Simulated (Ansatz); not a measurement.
# Nudged elastic band run: AlCl₂FH₂

Input file:

```yaml
crystal:
  periodic: [false, false, false]
  atoms:
    - { symbol: Al, position_ang: [0.007205, 0.136121, 0.100451] }
    - { symbol: F, position_ang: [0.004746, 0.613907, 1.690372] }
    - { symbol: Cl, position_ang: [1.817452, 0.050533, -0.930351] }
    - { symbol: Cl, position_ang: [-1.807879, -0.019546, -0.913361] }
    - { symbol: H, position_ang: [0.066143, -2.097831, 0.64693] }
    - { symbol: H, position_ang: [0.048234, -1.766683, 1.337158] }
basis:
  gaussian: { orbitals: def2-SVP }
hamiltonian:
  xc: b3lyp
  dispersion: d4
neb:
  order_check: false
  images: 7
  f_tol: 0.05
  max_iterations: 60
  final_atoms:
    - { symbol: Al, position_ang: [0.02223364, -0.6008408, -0.27687301] }
    - { symbol: F, position_ang: [0.01833948, -0.05961323, 1.7042482] }
    - { symbol: Cl, position_ang: [1.80852829, 0.32024961, -0.92641541] }
    - { symbol: Cl, position_ang: [-1.80694524, 0.24270897, -0.91224195] }
    - { symbol: H, position_ang: [0.05642545, -2.11733803, 0.16070677] }
    - { symbol: H, position_ang: [0.03731937, -0.86866551, 2.1817744] }
  initial_path:
    images:
      - { positions_ang: [[0.007205, 0.136121, 0.100451], [0.004746, 0.613907, 1.690372], [1.817452, 0.050533, -0.930351], [-1.807879, -0.019546, -0.913361], [0.066143, -2.097831, 0.64693], [0.048234, -1.766683, 1.337158]] }
      - { positions_ang: [[0.00481408, 0.10080629, 0.07336538], [0.00332017, 0.46703367, 1.775745], [1.84510355, 0.03430716, -0.9788154], [-1.83948612, -0.02225837, -0.96534754], [0.07037712, -2.01310282, 0.63663452], [0.05177221, -1.65028494, 1.38961704]] }
      - { positions_ang: [[0.00242315, 0.06549158, 0.04627975], [0.00189433, 0.32016034, 1.86111801], [1.8727551, 0.01808133, -1.02727979], [-1.87109324, -0.02497073, -1.01733408], [0.07461124, -1.92837464, 0.62633904], [0.05531041, -1.53388688, 1.44207607]] }
      - { positions_ang: [[3.223e-05, 0.03017688, 0.01919413], [0.0004685, 0.17328702, 1.94649101], [1.90040665, 0.00185549, -1.07574419], [-1.90270035, -0.0276831, -1.06932062], [0.07884536, -1.84364647, 0.61604356], [0.05884862, -1.41748882, 1.49453511]] }
      - { positions_ang: [[-0.0023587, -0.00513783, -0.0078915], [-0.00095733, 0.02641369, 2.03186401], [1.9280582, -0.01437034, -1.12420858], [-1.93430747, -0.03039547, -1.12130715], [0.08307948, -1.75891829, 0.60574808], [0.06238682, -1.30109076, 1.54699414]] }
      - { positions_ang: [[0.00378939, -0.15406357, -0.07513688], [0.00386687, 0.00490696, 1.94996006], [1.89817572, 0.06928465, -1.07476029], [-1.90246691, 0.03788064, -1.06904085], [0.07641597, -1.84852322, 0.49448775], [0.05611996, -1.19298445, 1.70568921]] }
      - { positions_ang: [[0.00993747, -0.30298932, -0.14238225], [0.00869108, -0.01659977, 1.86805611], [1.86829325, 0.15293963, -1.025312], [-1.87062635, 0.10615675, -1.01677455], [0.06975246, -1.93812816, 0.38322742], [0.0498531, -1.08487814, 1.86438427]] }
      - { positions_ang: [[0.01608555, -0.45191506, -0.20962763], [0.01351528, -0.0381065, 1.78615215], [1.83841077, 0.23659462, -0.9758637], [-1.83878579, 0.17443286, -0.96450825], [0.06308895, -2.02773309, 0.2719671], [0.04358624, -0.97677182, 2.02307934]] }
      - { positions_ang: [[0.02223364, -0.6008408, -0.27687301], [0.01833948, -0.05961323, 1.7042482], [1.80852829, 0.32024961, -0.92641541], [-1.80694524, 0.24270897, -0.91224195], [0.05642545, -2.11733803, 0.16070677], [0.03731937, -0.86866551, 2.1817744]] }
```

Launched with:

```bash
$ ansatz run input.yaml --threads 1 --pin off --max-ram 2048MiB --backend cpu --events-out ev --progress --plain --runs-dir out
```

Output, in part (warnings, iteration lines, the closing report on the highest movable image, with atoms numbered from 0):

```
NEB end point (image 0): max|allowed force component| = 1.088e-2 eV/Å (the criterion of neb.relax_end_points is 1.000e-2)
NEB end point (image 8): max|allowed force component| = 1.564e-2 eV/Å (the criterion of neb.relax_end_points is 1.000e-2)
NEB iter   1: max|band force component| = 2.860e0 eV/Å  barrier→ = 2.1268 eV  barrier← = 1.0016 eV  Δτ_max = 0.2000 Å  (220 SCF iters)
NEB iter   2: max|band force component| = 2.236e0 eV/Å  barrier→ = 1.3271 eV  barrier← = 0.2018 eV  Δτ_max = 0.2000 Å  (189 SCF iters)
NEB iter   3: max|band force component| = 1.295e0 eV/Å  barrier→ = 1.4611 eV  barrier← = 0.3358 eV  Δτ_max = 0.1085 Å  (188 SCF iters)
NEB iter   4: max|band force component| = 7.395e-1 eV/Å  barrier→ = 1.2962 eV  barrier← = 0.1709 eV  Δτ_max = 0.1320 Å  (192 SCF iters)
NEB iter   5: max|band force component| = 1.156e0 eV/Å  barrier→ = 1.3289 eV  barrier← = 0.2036 eV  Δτ_max = 0.0695 Å  (182 SCF iters)
NEB iter   6: max|band force component| = 3.083e-1 eV/Å  barrier→ = 1.2529 eV  barrier← = 0.1276 eV  CI = image 5  Δτ_max = 0.0735 Å  (181 SCF iters)
NEB iter   7: max|band force component| = 1.256e-1 eV/Å  barrier→ = 1.2643 eV  barrier← = 0.1390 eV  CI = image 5  Δτ_max = 0.0228 Å  (179 SCF iters)
NEB iter   8: max|band force component| = 9.735e-2 eV/Å  barrier→ = 1.2644 eV  barrier← = 0.1391 eV  CI = image 5  Δτ_max = 0.0053 Å  (175 SCF iters)
NEB iter   9: max|band force component| = 2.471e-2 eV/Å  barrier→ = 1.2641 eV  barrier← = 0.1388 eV  CI = image 5  Δτ_max = 0.0000 Å  (315 SCF iters)
Total energy: -34385.05973415 eV, -1263.6276381993 hartree
Atom 0 at     0.015238    -0.399343    -0.123653 Å, force     0.022452     0.007283     0.022106 eV/Å
Atom 1 at     0.023442    -0.034910     1.751716 Å, force    -0.004194    -0.011706    -0.022850 eV/Å
Atom 2 at     1.827097     0.195358    -0.988494 Å, force    -0.005862     0.000564    -0.002676 eV/Å
Atom 3 at    -1.822853     0.133779    -0.971115 Å, force    -0.004631    -0.000993     0.000761 eV/Å
Atom 4 at     0.050020    -1.881125     0.664189 Å, force    -0.006272    -0.004908    -0.003458 eV/Å
Atom 5 at     0.042956    -1.097258     1.598555 Å, force    -0.001493     0.009760     0.006118 eV/Å
Dipole moment:     0.002980    -0.251054     0.313877 e Å
```

The forces met the threshold. A vibrational analysis at the climbing image gives one clearly imaginary mode, 678i cm⁻¹: a first-order saddle point. The orbitals stay closed-shell, which can raise the energy where a bond breaks towards radicals; this wasn't checked here.

Final band (atoms are numbered from 1 in the order of the input):

```tsv
image	path coordinate (Å)	energy (kJ/mol)	H5–H6 (Å)	Al1–H5 (Å)	F2–H6 (Å)
0	0.00	0.0	0.77	2.30	2.41
1	0.25	3.0	0.77	2.22	2.11
2	0.50	16.3	0.78	2.07	1.83
3	0.75	48.5	0.82	1.90	1.57
4	1.01	99.6	0.97	1.77	1.30
5	1.26	122.0	1.22	1.68	1.07
6	1.56	115.3	1.58	1.62	0.97
7	1.86	110.4	1.97	1.59	0.95
8	2.15	108.6	2.38	1.58	0.94
```

Run time: 2.6 min on 1 thread of Arm Neoverse V2, on a shared host, peak memory 0.15 GiB.
